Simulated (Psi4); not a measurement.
Psi4 input (wB97X-D/6-31G*):

```
memory 1500 MB

molecule {
0 2
O    -0.18076600    1.81452200   -0.69645900
Si   -0.02871200    0.49363000    0.28003100
Cl    1.70252400   -0.52665400   -0.07072200
Cl   -1.59247800   -0.79978300    0.07289900
H    -0.02268200    1.12244300    1.61421700
symmetry c1
no_reorient
no_com
}

set {
  basis 6-31G*
  reference uks
  scf_type pk
  dft_radial_points 99
  dft_spherical_points 590
  e_convergence 1e-8
  d_convergence 1e-7
  maxiter 150
}

e = energy('wb97x-d')
print_out(f'\nFINAL {e:.10f} DIPOLE {variable("CURRENT DIPOLE")[0]:.6f} {variable("CURRENT DIPOLE")[1]:.6f} {variable("CURRENT DIPOLE")[2]:.6f}\n')
```

From the output:

```
    Beta Virtual:

      29A     -0.137588    30A      0.076508    31A      0.098572
      32A      0.105223    33A      0.186965    34A      0.222114
      35A      0.262749    36A      0.272744    37A      0.362573
      38A      0.445704    39A      0.470794    40A      0.505157
      41A      0.511132    42A      0.564127    43A      0.579516
      44A      0.589199    45A      0.597735    46A      0.625782
      47A      0.674112    48A      0.726554    49A      0.774218
      50A      0.833726    51A      0.926472    52A      0.928483
      53A      0.935162    54A      0.936826    55A      0.943659
      56A      0.978681    57A      1.006465    58A      1.028884
      59A      1.065652    60A      1.101352    61A      1.143827
      62A      1.207453    63A      1.298719    64A      1.377876
      65A      1.406092    66A      1.863868    67A      1.871943
      68A      2.012478    69A      2.013368    70A      2.652911
      71A      2.959227    72A      3.722534    73A      4.324014
      74A      4.337432

    Final Occupation by Irrep:
              A
    DOCC [    28 ]
    SOCC [     1 ]
    NA   [    29 ]
    NB   [    28 ]

  @UKS Final Energy: -1285.67899515797603

   => Energetics <=

    Nuclear Repulsion Energy =            265.4502463445596163
    One-Electron Energy =               -2304.4169680315171718
    Two-Electron Energy =                 816.1236150003156808
    DFT Exchange-Correlation Energy =     -62.8348004783088427
    Empirical Dispersion Energy =          -0.0010879930253769
    VV10 Nonlocal Energy =                  0.0000000000000000
    Total Energy =                      -1285.6789951579760327

  UHF NO Occupations:
  HONO-2 :   27  A 1.9994885
  HONO-1 :   28  A 1.9994598
  HONO-0 :   29  A 1.0000000
  LUNO+0 :   30  A 0.0005402
  LUNO+1 :   31  A 0.0005115
  LUNO+2 :   32  A 0.0004217
  LUNO+3 :   33  A 0.0002441

Computation Completed

Properties will be evaluated at   0.000000,   0.000000,   0.000000 [a0]

Properties computed using the SCF density matrix

 Multipole Moments:

 ------------------------------------------------------------------------------------
     Multipole            Electronic (a.u.)      Nuclear  (a.u.)        Total (a.u.)
 ------------------------------------------------------------------------------------

 L = 1.  Multiply by 2.5417464519 to convert [e a0] to [Debye]
 Dipole X            :          0.0146283            0.0000076            0.0146359
 Dipole Y            :          0.0640876            0.0000189            0.0641065
 Dipole Z            :          0.4577165           -0.0000227            0.4576938
 Magnitude           :                                                    0.4623932

 ------------------------------------------------------------------------------------

FINAL -1285.6789951580 DIPOLE 0.014636 0.064107 0.457694

*** Psi4 exiting successfully. Buy a developer a beer!
```

The geometry given is a B3LYP-D3(BJ)/def2-TZVP minimum.
